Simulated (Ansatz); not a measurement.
Spectroscopic constants of MgAl, multiplicity 4 (an upper state: multiplicity 2 came lower at CCSD(T)/def2-TZVPP on PBE0 minima).

Seven points along R, fitted to fifth degree in 1/R; most abundant isotopes. In def2 and cc sets the state is the lowest found near the PBE0 minimum, followed along R.

The values were computed with Ansatz (a program for electronic structure) with Gaussian orbitals. Values without a source in brackets are computed.

```tsv
level	r_e (Å)	ω_e (cm⁻¹)	ω_e x_e (cm⁻¹)	B_e (cm⁻¹)	D_e (eV)	dipole (D)
PBE/def2-TZVPP	2.515	342	1.7	0.210	-0.71	2.31
PBE0/def2-TZVPP	2.503	351	1.6	0.212	-0.75	2.50
CCSD/def2-TZVPP	2.520	347	1.5	0.209	-1.12	-
CCSD(T)/def2-TZVPP	2.522	345	1.6	0.209	-1.02	-
```

D_e counts from each atom's lowest state at the same level, without counterpoise or zero-point energy.

Correlated levels freeze the inner cores; with def2 sets outer-core shells near the valence are correlated too.

Doubts at one or more of the structures used: T1 above 0.05 (CCSD/def2-TZVPP, CCSD(T)/def2-TZVPP).
